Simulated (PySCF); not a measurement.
## Exercise with solution: chemical shift, span and skew from a shielding tensor

C₆H₆O, SMILES [C@H]1(CC=CO1)C#C. Atoms are numbered in the order given.

```xyz
13

C      2.6008    -0.2378     0.8220
C      1.5888     0.0745     0.2359
C      0.3668     0.4860    -0.4590
C     -0.7129     1.0911     0.4943
C     -1.7709     0.0134     0.4689
C     -1.4265    -0.9009    -0.4426
O     -0.2497    -0.6684    -1.0888
H      3.4974    -0.5248     1.3384
H      0.6336     1.1829    -1.2690
H     -1.0898     2.0560     0.1126
H     -0.2975     1.2754     1.4970
H     -2.6755     0.0049     1.0738
H     -1.9471    -1.8051    -0.7598
```
Charge 0, spin multiplicity 1.

Coordinates come from a B3LYP-D3(BJ)/def2-SVP optimisation. The structure was generated by enumeration; whether it is a known compound was not checked. The values are those of a single conformer.

GIAO shieldings from B3LYP/pcSseg-1 in PySCF, non-relativistic, no solvent. The symmetric part of the tensor of C5 has the principal values -21.4, 116.5, 135.0 ppm. The same nucleus in TMS has σ = 181.3 ppm at this level (PySCF, at its B3LYP-D3(BJ)/def2-TZVP geometry).

Work out the isotropic shielding, the ¹³C shift against TMS, the span and the skew.


σ(iso) = (σ11 + σ22 + σ33)/3 = 76.7 ppm. δ = σ(ref) − σ(iso) = 181.3 − (76.7) = 104.6 ppm.
Span Ω = σ33 − σ11 = 156.4 ppm. Skew κ = 3(σ(iso) − σ22)/Ω = -0.76. Tumbling in solution averages the tensor to δ; in a static solid the shielding alone would spread this spin-1/2 line over Ω.
